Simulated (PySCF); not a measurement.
# Exercise with solution: dipole moment from atomic charges

B(AsH2)(H)2 (AsBH₄), SMILES B[AsH2]. Atoms are numbered in the order given.

```xyz
6

B     -1.6322    -0.0569     0.0000
As     0.3405     0.0617     0.0000
H      0.6826    -0.8691     1.1384
H      0.6826    -0.8691    -1.1384
H     -2.2207    -0.0065    -1.0354
H     -2.2207    -0.0065     1.0354
```
Charge 0, spin multiplicity 1.

The structure is a stationary point at r2SCAN-D4/def2-TZVP.

Charges (e) from PySCF with B3LYP/def2-TZVPD:

```
atom  ESP fit     IAO
----  -------  ------
B1      0.158  -0.178
As2    -0.132   0.167
H3      0.047  -0.019
H4      0.047  -0.019
H5     -0.060   0.024
H6     -0.060   0.024
```

The dipole moment of the full density is 0.42 D.

Task: What dipole moment does each set of point charges give, and which comes closer to that of the density?

Result: 
μ = Σ q r, and 1 e Å = 4.8032 D.
ESP fit: Σ q r = (0.028, -0.098, 0.000) e Å, |μ| = 0.49 D.
IAO: Σ q r = (0.215, 0.053, 0.000) e Å, |μ| = 1.06 D.
ESP fit comes closer in size. Point charges leave out the atoms' own dipoles (lone pairs, polarised bonds); fits to the potential absorb them, partitions of the density don't.
